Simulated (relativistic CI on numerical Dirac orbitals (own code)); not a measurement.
**Hyperfine structure of Tc³⁺, mass number 99**

Calculated at this level of theory: Dirac-Coulomb-Breit CI, KLI orbitals optimised for each configuration, model QED (radiative potential, 1s self-energy scaled to tabulated hydrogen-like ionisation energies), valence Slater integrals scaled by 0.85, P86 correlation energy added to each configuration (own radial code, finite nucleus).

Configurations in the expansion (outside the closed core [Ar] 3d10 4s2): 4p6 4d4, 4p6 4d3 5s, 4p6 4d3 5p, 4p6 4d3 4f, 4p6 4d2 5s2, 4p6 4d3 6s, 4p6 4d3 5d, 4p5 4d5, 4p6 4d2 5s 5p, 4p6 4d2 4f2, 4p6 4d3 6p, 4p6 4d3 6d, 4p6 4d3 5f, 4p6 4d3 5g, 4p6 4d2 5p2, 4p6 4d3 6f. Levels of other configurations are missing.

Nuclear spin I = 9/2, μ = 5.678 μN, Q = -0.129 b (tables of Stone and Pyykkö). The electronic factors are computed for point nuclear moments, without core polarisation; leaving it out makes A of s and p electrons in near-neutral atoms 20 to 40 % too small, and it can dominate for d and f shells.

| Level | E (eV) | A (MHz) | B (MHz) |
| --- | --- | --- | --- |
| 4p6 4d4 5D_1 | 0.0403 | 117.7 | -33.6 |
| 4p6 4d4 5D_2 | 0.1107 | 202.2 | -21.4 |
| 4p6 4d4 5D_3 | 0.2018 | 301.6 | 23.9 |
| 4p6 4d4 5D_4 | 0.3074 | 404.1 | 101 |
| 4p6 4d4 3H_4 | 1.9149 | 741.5 | -51.3 |
| 4p6 4d4 3P_1 | 2.0087 | 328.5 | 5.15 |
| 4p6 4d4 3H_5 | 2.0108 | 643.2 | -56.8 |
| 4p6 4d4 3H_6 | 2.0948 | 627.8 | -49.7 |

Levels with J = 0, under 50 % of one LS term, or S terms without an open s electron are left out. Small factors come from cancelling terms and can be off by tens of per cent or more.

For a near-neutral ion this model can misplace configurations by up to about 10,000 cm⁻¹ (more where the count of f electrons changes) and terms by 10 to 25 % of their spread. Rates follow the energies as ν³ (E1, M1) or ν⁵ (E2), so they and the lifetimes can be off by large factors. The fine structure of a lone outer electron comes out too small, for d and f at times inverted, and misplaced configurations move strength between like terms.

**Question.** Give the hyperfine levels of 4p6 4d4 5D_3 relative to its centre of gravity.

**Answer.** With K = F(F + 1) − I(I + 1) − J(J + 1), E = AK/2 + B[¾K(K + 1) − I(I + 1)J(J + 1)]/[2I(2I − 1)J(2J − 1)]: F = 3/2: -4965, F = 5/2: -4216, F = 7/2: -3166, F = 9/2: -1814, F = 11/2: -157.4, F = 13/2: 1805, F = 15/2: 4077 MHz.
